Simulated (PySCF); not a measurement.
Computed IR spectrum (relative IR intensity) of a molecule C₄H₂ClF. The structure is a stationary point at ωB97X-D3(BJ)/def2-SVP. Other conformers were not sampled. Method: ωB97X-D3(BJ)/def2-SVP (PySCF 2.14.0). Frequencies are harmonic and unscaled.

Lines under 2 % of the strongest are left out, and lines within 2 cm⁻¹ are merged.

| ν (cm⁻¹) | relative intensity |
|---|---|
| 247 | 3.6 |
| 251 | 2.1 |
| 292 | 8.5 |
| 439 | 2.3 |
| 715 | 27 |
| 762 | 27 |
| 786 | 8.1 |
| 894 | 9.8 |
| 1095 | 100 |
| 1232 | 90 |
| 1360 | 6.8 |
| 1766 | 40 |
| 2272 | 3.8 |
| 3255 | 2.6 |
| 3484 | 61 |

Which structure fits?
A. C#C/C(Cl)=C\F
B. C#C/C=C(\F)Cl
C. C#C/C(F)=C\Cl

A, C#C/C(Cl)=C\F
